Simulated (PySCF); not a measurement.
Match the calculated data to a structure.

All candidates are C7H13NSi.

| technique | computed result |
| --- | --- |
| Dipole | 2.14 D [PBE0/def2-SVPD] |
| Triplet | lowest triplet excitation (Tamm–Dancoff): 2.99 eV [TDA PBE0/def2-SVPD] |
| Polarisability | 120.7 au [PBE0/def2-SVPD] |
| Rotational structure | rotational constants A, B, C: 2.736, 0.704, 0.668 GHz [PBE0-D3(BJ)/def2-SVP] |
| Valence photoelectron | vertical ionisation energy: 8.50 eV [ΔSCF PBE0/def2-SVPD] |
| UV, strongest line | among the 10 lowest singlet transitions: S3 at 5.33 eV (232 nm, f = 0.101) [TDDFT PBE0/def2-SVPD] |
| 13C NMR | chemical shifts (computed TMS as zero) by class: 184.3 (1 C), 149.6 (1 C), 148.4 (1 C), 137.5 (1 C), 127.2 (1 C), 24.4 (1 C), 21.8 (1 C) ppm [GIAO PBE0/pcSseg-1] |
| UV, first state | lowest singlet excitation: 3.53 eV (352 nm, f = 0.000) [TDDFT PBE0/def2-SVPD] |

The electronic properties come from PySCF, for the isolated species, density fitting. Levels stand in brackets. The structure is a single PBE0-D3(BJ)/def2-SVP conformer in the gas phase; no vibrational or solvent corrections. NMR values are class means; diastereotopic atoms form classes of their own.

Question: Which candidate is it?
A. `C=C(C)/C=N\[SiH2]C(=C)C`
B. `C=C(C)/C=N/[SiH2]C(=C)C`
C. `C#C[C@@H]1C[Si@@H](N)C[C@@H]1C`

Answer: A. It is `C=C(C)/C=N\[SiH2]C(=C)C`. Numbering: `[CH2:1]=[C:2]([CH3:3])/[CH:4]=[N:5]\[SiH2:6][C:7](=[CH2:8])[CH3:9]`. Its formula, C7H13NSi, gives 3 degrees of unsaturation: 0 rings and 3 π bonds in the structure found. 7 carbons fall into 7 classes; from least to most shielded: C=N carbon [C4] (184.3 ppm), fully substituted alkene carbon [C7] (149.6 ppm), fully substituted alkene carbon [C2] (148.4 ppm), terminal =CH2 carbon [C8] (137.5 ppm), terminal =CH2 carbon [C1] (127.2 ppm), allylic carbon [C9] (24.4 ppm), allylic carbon [C3] (21.8 ppm). S1 is mainly HOMO→LUMO (weight 0.97); the largest Löwdin shares of the orbital it empties are 0.55 on the C=N nitrogen, 0.13 on the C=N carbon, 0.10 on the SiH2 silicon and 0.06 on a fully substituted alkene carbon, of the orbital it fills 0.24 on the C=N carbon, 0.23 on the C=N nitrogen, 0.19 on a terminal =CH2 carbon and 0.13 on a fully substituted alkene carbon. The optimised geometry has point group C1 and is an asymmetric top.

The others, at the same levels:
- `C#C[C@@H]1C[Si@@H](N)C[C@@H]1C` fails: its computed 13C shifts are 91.4 (1 C), 76.0 (1 C), 41.3 (1 C), 36.0 (1 C), 22.6 (1 C), 18.5 (1 C), 18.4 (1 C) ppm, lowest singlet excitation is 6.33 eV (196 nm, f = 0.019) (against 3.53 eV) and vertical ionisation energy is 8.92 eV (against 8.50 eV).
- `C=C(C)/C=N/[SiH2]C(=C)C` fails: its computed 13C shifts are 183.2 (1 C), 156.1 (1 C), 148.6 (1 C), 138.6 (1 C), 137.4 (1 C), 24.2 (1 C), 19.2 (1 C) ppm, lowest singlet excitation is 3.79 eV (327 nm, f = 0.000) (against 3.53 eV) and lowest triplet excitation (Tamm–Dancoff) is 3.26 eV (against 2.99 eV).

Each candidate is one conformer, not necessarily the lowest. The conformers computed, where there is a choice (atom-mapped SMILES and torsion angles):
- `[CH2:1]=[C:2]([CH3:3])/[CH:4]=[N:5]\[SiH2:6][C:7](=[CH2:8])[CH3:9]`: C1–C2–C4–N5 -38°, C4–N5–Si6–C7 98°, N5–Si6–C7–C8 -1°
- `[CH2:1]=[C:2]([CH3:3])/[CH:4]=[N:5]/[SiH2:6][C:7](=[CH2:8])[CH3:9]`: C1–C2–C4–N5 180°, C4–N5–Si6–C7 -126°, N5–Si6–C7–C8 -2°

The conformers of `C#C[C@@H]1C[Si@@H](N)C[C@@H]1C` aren't listed.
